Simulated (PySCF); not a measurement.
H7BSi2, SMILES B[SiH2][SiH3], PBE0/def2-SVP optimised geometry.

```
10

B      1.72    -1.18     0.00
Si    -0.28    -1.18     0.00
Si    -0.85     1.11     0.00
H      2.34    -1.14    -1.04
H      2.34    -1.13     1.04
H     -0.91    -1.79    -1.22
H     -0.91    -1.79     1.22
H     -2.34     1.26     0.00
H     -0.30     1.79     1.21
H     -0.30     1.79    -1.21
```

Density from PBE0/def2-TZVP (PySCF) at that geometry.

Minimum of the electron density along straight lines between bonded atoms, close to the bond critical point (lines longer than 1.1 times the sum of covalent radii, or with two minima, are not listed):

```json
[
 {"bond": "B1–Si2", "length / Å": "1.997", "ρ at the minimum / e bohr⁻³": "0.112", "∇²ρ there / e bohr⁻⁵": "…", "position (fraction from the first atom)": "0.61"},
 {"bond": "Si2–Si3", "length / Å": "2.364", "ρ at the minimum / e bohr⁻³": "…", "∇²ρ there / e bohr⁻⁵": "…", "position (fraction from the first atom)": "0.47"},
 {"bond": "B1–H4", "length / Å": "1.209", "ρ at the minimum / e bohr⁻³": "0.181", "∇²ρ there / e bohr⁻⁵": "-0.40", "position (fraction from the first atom)": "0.44"},
 {"bond": "B1–H5", "length / Å": "1.209", "ρ at the minimum / e bohr⁻³": "0.181", "∇²ρ there / e bohr⁻⁵": "-0.40", "position (fraction from the first atom)": "0.44"},
 {"bond": "Si2–H6", "length / Å": "1.498", "ρ at the minimum / e bohr⁻³": "0.116", "∇²ρ there / e bohr⁻⁵": "0.16", "position (fraction from the first atom)": "0.49"},
 {"bond": "Si2–H7", "length / Å": "1.498", "ρ at the minimum / e bohr⁻³": "0.116", "∇²ρ there / e bohr⁻⁵": "0.16", "position (fraction from the first atom)": "0.49"},
 {"bond": "Si3–H8", "length / Å": "1.496", "ρ at the minimum / e bohr⁻³": "0.117", "∇²ρ there / e bohr⁻⁵": "0.15", "position (fraction from the first atom)": "0.49"},
 {"bond": "Si3–H9", "length / Å": "1.495", "ρ at the minimum / e bohr⁻³": "0.118", "∇²ρ there / e bohr⁻⁵": "0.15", "position (fraction from the first atom)": "0.49"},
 {"bond": "Si3–H10", "length / Å": "1.495", "ρ at the minimum / e bohr⁻³": "0.118", "∇²ρ there / e bohr⁻⁵": "0.15", "position (fraction from the first atom)": "0.49"}
]
```

Problem. Fill in the missing entries.

Solution. 
- B1–Si2, ∇²ρ there / e bohr⁻⁵: -0.02
- Si2–Si3, ρ at the minimum / e bohr⁻³: 0.088
- Si2–Si3, ∇²ρ there / e bohr⁻⁵: -0.14
